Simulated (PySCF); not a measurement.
# Excitation energy of Cu²⁺ by level of theory

Cu²⁺ [Ar] 3d9 (2D) → Cu²⁺ [Ar] 3d8 4p1 (high-spin determinant), as a difference of total energies. Calculation: PySCF 2.14, in aug-cc-pwCVDZ-PP with ECP10MDF; scalar relativity through the core potential. Correlated levels: valence and next inner shell: nothing frozen outside the core potential. The calculations carry no spin-orbit coupling.

```json
{"method": "UHF", "excitation energy (cm⁻¹)": "104380"}
{"method": "MP2 (valence and next inner shell)", "excitation energy (cm⁻¹)": "124940"}
{"method": "SCS-MP2 (valence and next inner shell)", "excitation energy (cm⁻¹)": "123120"}
{"method": "CCSD (valence and next inner shell)", "excitation energy (cm⁻¹)": "118510"}
{"method": "CCSD(T) (valence and next inner shell)", "excitation energy (cm⁻¹)": "119080"}
```

The determinant of the upper state mixes LS terms, which raises its energy above the lowest term, most at the Hartree-Fock and MP2 levels.
